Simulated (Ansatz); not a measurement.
CH5ClOSi (`OC[SiH2]Cl`). The species carries charge 0 and has multiplicity 1. The geometry is a stationary point of PBE0-D4/def2-TZVP. It is one conformer, not always the lowest.

```xyz
9

O    -0.011   -1.747   -0.062
C     0.009   -0.568    0.722
Si    0.265    0.975   -0.325
Cl   -1.194    0.921   -1.789
H    -0.676   -1.641   -0.750
H     0.844   -0.666    1.422
H    -0.901   -0.465    1.332
H     0.086    2.220    0.462
H     1.577    0.971   -1.013
```

Problem. What is the dipole moment at PBE/def2-TZVPP? (Estimate.)

Solution. The calculation gave: 1.18 D, with components (0.00, 0.66, 0.97) D in this frame, pointing from negative to positive charge.

Problem. And with r2SCAN, B3LYP, ωB97M-V? (Estimate.)

Solution. Ansatz gave: r2SCAN 1.25 D, B3LYP 1.32 D, ωB97M-V 1.33 D.

Problem. Give the Mulliken charges with PBE, ωB97M-V, r2SCAN in def2-TZVPP. (An estimate is asked.)

Solution. Computed: 
```
atom    PBE  ωB97M-V  r2SCAN
  O1  -0.30    -0.32   -0.35
  C2  -0.08    -0.14   -0.01
 Si3   0.36     0.34    0.46
 Cl4  -0.25    -0.24   -0.28
  H5   0.19     0.18    0.20
  H6   0.10     0.11    0.06
  H7   0.09     0.11    0.06
  H8  -0.06    -0.03   -0.08
  H9  -0.05    -0.02   -0.07
```

B3LYP here is the variant with VWN-RPA as its local correlation; programs differ in this.
